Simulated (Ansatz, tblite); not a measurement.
Cost and result up the ladder for BeH₂ (3 atoms). Charge 0, multiplicity 1. Geometry: PBE-D4/def2-TZVP.

```
atom    x (Å)    y (Å)    z (Å)
 Be1   0.0000   0.0000   0.0000
  H2  -1.1182  -0.7304   0.1341
  H3   1.1182   0.7304  -0.1341
```

Ansatz on 4 threads of Intel Xeon on a shared host; xTB runs through tblite on one thread. Times are rough, summed over both states, and most runs start from the orbitals of an earlier one. PBE0-D4/def2-TZVP serves as the yardstick here, not as an exact answer. The other state is a doublet.

The xTB rows come from tblite.

Run but left out: HF/def2-TZVPP, MP2/def2-TZVPP, CCSD/def2-TZVPP, CCSD(T)/def2-TZVPP (flagged by the program: other roots).

Raw xTB energies of ions are shifted by several eV.

```csv
level,functions,wall time
GFN2-xTB,6,0.012 s
GFN1-xTB,8,0.014 s
PBE-D4/def2-TZVP,31,0.65 s
PBE0-D4/def2-TZVP,31,0.81 s
r2SCAN-D4/def2-TZVP,31,1.6 s
```

Problem. Estimate what each level gives for the vertical IE (eV).

Solution. 
```
              level  vertical IE (eV)  difference from PBE0-D4/def2-TZVP (eV)
           GFN2-xTB             15.93                                    4.16
           GFN1-xTB             16.26                                    4.49
   PBE-D4/def2-TZVP             11.59                                   -0.17
  PBE0-D4/def2-TZVP             11.77                                    0.00
r2SCAN-D4/def2-TZVP             11.62                                   -0.15
```
